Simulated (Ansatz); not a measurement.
Program: Ansatz. Geometries: PBE0-D4/def2-TZVP. ΔE: electronic, gas phase. CCSD(T)/CBS adds triple-zeta CCSD(T) − MP2 to the extrapolated MP2 energy (def2 sets, frozen cores). This one scheme is used for every species. DFT in def2-TZVPP. HSE06 is defined as in plane-wave codes. Each species was taken in one conformer, which may not be the lowest.

Consider the ligand exchange at the Si–S bond: `F[Si](F)(S)Cl` + `O[SiH3]` → `F[Si](F)(Cl)O[SiH3]` + H₂S.

```tsv
level	ΔE (eV)
BLYP-D4	-0.75
HSE06-D4	-0.69
ωB97X-V	-0.78
SCS-MP2/def2-TZVPP	-0.85
```

Problem. What does CCSD(T)/CBS give? (Best estimate.)

Solution. Computed: -0.81 eV. The listed levels differ from it by 0.06, 0.12, 0.03, -0.04 eV.

Largest T1 diagnostic among the species: 0.011.

In def2-TZVPP, CCSD(T) changes the Hartree–Fock value by +0.22 eV (the triples alone add +0.05 eV) and MP2 by +0.27 eV. Leaving LDA and LC-ωPBE aside and taking each functional with its dispersion term where it has one, the values, not all of them listed here, spread over 0.35 eV, from BHLYP-D4 to revPBE-D4. LDA lies −0.06 eV from PBE without D4. From PBE to PBE0 (25 % exact exchange), in def2-TZVPP and without D4, ΔE moves by −0.09 eV.
